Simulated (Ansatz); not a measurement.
Ansatz (a quantum-chemistry and plane-wave program) input (RI-MP2/cc-pV(T+d)Z):
A basis named .json is the Basis Set Exchange file of that set.

Ansatz 0.2 input:
```yaml
crystal:
  periodic: [false, false, false]
  atoms:
    - {symbol: C, position_ang: [-1.27181763, 0.04497988, 0.05803607]}
    - {symbol: C, position_ang: [-0.79276306, -1.25623525, -0.06932325]}
    - {symbol: C, position_ang: [0.57274402, -1.36504895, -0.13660615]}
    - {symbol: C, position_ang: [1.30015021, -0.05938108, -0.06042966]}
    - {symbol: S, position_ang: [-0.00424744, 1.23162066, 0.10135521]}
    - {symbol: H, position_ang: [-2.30176463, 0.35411401, 0.12743714]}
    - {symbol: H, position_ang: [-1.45871037, -2.10793787, -0.11083390]}
    - {symbol: H, position_ang: [1.11161647, -2.29592116, -0.23609882]}
    - {symbol: H, position_ang: [1.97096976, 0.00686322, 0.80157416]}
    - {symbol: H, position_ang: [1.89596663, 0.15106361, -0.95382408]}
basis:
  gaussian:
    orbitals: cc-pV_T+d_Z.json
    fitting: {mean_field: def2-universal-jkfit, correlation: cc-pVTZ-RIFIT.json}
magnetization: {spin_polarized: true, initial_magnetization: 1}
correlation: {method: mp2, electrons: outside_noble_gas}
```

Output:

```
Functional definition: HF
integrals: 0.26 GiB planned
518 factors; integrals over basis functions are off by at most 1.3e0 eV
596 factors; integrals over basis functions are off by at most 7.2e-1 eV
mean field: 0.85 GiB planned
mean field evaluation 1: about -15015.2516 eV, gradient 2.3e1 eV
mean field evaluation 2: about -15018.0217 eV, gradient 1.2e1 eV
mean field evaluation 4: about -15019.0633 eV, gradient 1.9e0 eV
mean field evaluation 8: about -15019.2275 eV, gradient 4.8e-3 eV
mean field evaluation 16: about -15017.3435 eV, gradient 1.6e1 eV
mean field -15019.22751879 eV, -551.9464309176 hartree, gradient 2.5e-6 eV, S^2 0.947116; 2 other end points of the search recorded, 0 dependent functions left out
9 core orbitals not correlated
reference -15019.22751879 eV, -551.9464309176 hartree; 14, 13 occupied and 206, 207 virtual orbitals, 596 factors
second order -21.28785653 eV of doubles, -0.00000000 eV of singles
Total energy: -15040.51537533 eV, -552.7287452158 hartree
```

It need not be the lowest isomer of its formula.

The determinant is spin-contaminated: <S^2> is 0.95 against 0.75 for a pure state.
